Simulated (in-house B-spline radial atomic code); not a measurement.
Configurations of Ce III (Ce2+), with energies counted from [Xe] 4f2. All numbers are computed (scalar-relativistic (X2C) CAM-B3LYP, spin-polarised, spherical fractional occupations, exact exchange averaged over the configuration; Fermi nucleus of rms radius 4.8771 fm) with a radial B-spline atomic code at the basis-set limit, not measured. Shells without spins written out take the highest spin.

Occupations are held fixed; configurations that lie above the ionisation limit could autoionise.

```
           configuration  E - E(ref) (eV)  highest orbital  its <r> (bohr)
            [Xe] 4f1 5d1           1.0292            5d up           2.536
            [Xe] 4f1 6p1           6.3912            6p up           4.284
            [Xe] 4f1 6d1           11.266            6d up           5.951
   [Kr] 4d10 4f3 5s2 5p5           20.162            4f up           1.289
[Kr] 4d9 4f2 5s2 5p6 6d1           115.71            6d up           5.913
```

(1) Order these further configurations by energy, lowest first.
A. [Kr] 4d10 4f2 5s2 5p5 6s1
B. [Kr] 4d10 4f2 5s2 5p5 6d1
C. [Kr] 4d10 4f2 5s2 5p5 5d1
D. [Kr] 4d9 4f3 5s2 5p6
E. [Kr] 4d10 4f2 5s2 5p5 6p1

Results:

(1) C (18.969 eV), A (20.411 eV), E (24.323 eV), B (29.144 eV), D (102.31 eV).
